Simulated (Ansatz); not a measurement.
`F[SiH2][Si](F)(Cl)Cl` + H₂S → `F[Si](S)(Cl)Cl` + `F[SiH3]`  (cleavage of the Si–Si bond)

Gas-phase electronic energies from Ansatz, PBE0-D4/def2-TZVP geometries. CCSD(T)/CBS adds triple-zeta CCSD(T) − MP2 to the extrapolated MP2 energy (def2 sets, frozen cores). This one scheme is used for every species. Functionals use def2-TZVPP. HSE06 is defined as in plane-wave codes. One conformer a species, not always the lowest.

```
        level  ΔE (kJ/mol)  difference from CCSD(T)/CBS
       PBE-D4        -59.6                         13.0
       B97M-V        -71.6                          1.0
      PBE0-D4        -65.1                          7.5
     HSE06-D4        -65.0                          7.6
     BHLYP-D4        -71.2                          1.4
     PBE-QIDH        -75.1                         -2.5
        BHLYP        -72.2                          0.4
    CAM-B3LYP        -69.2                          3.4
 MP2/def2-SVP        -80.7                         -8.1
CCSD/def2-SVP        -72.0                          0.6
  CCSD(T)/CBS        -72.6                            0
```

Largest T1 diagnostic among the species: 0.011.

From PBE to PBE0 (25 % exact exchange), in def2-TZVPP and without D4, ΔE moves by −5.8 kJ/mol. Leaving LDA and LC-ωPBE aside and taking each functional with its dispersion term where it has one, the values, not all of them listed here, spread over 16.0 kJ/mol, from ωB97M-V to PBE-D4. LDA lies −3.1 kJ/mol from PBE without D4.

CCSD(T)/CBS has its own doubt, a few kJ/mol and more with outer-core shells, so smaller differences from it don't rank the levels.
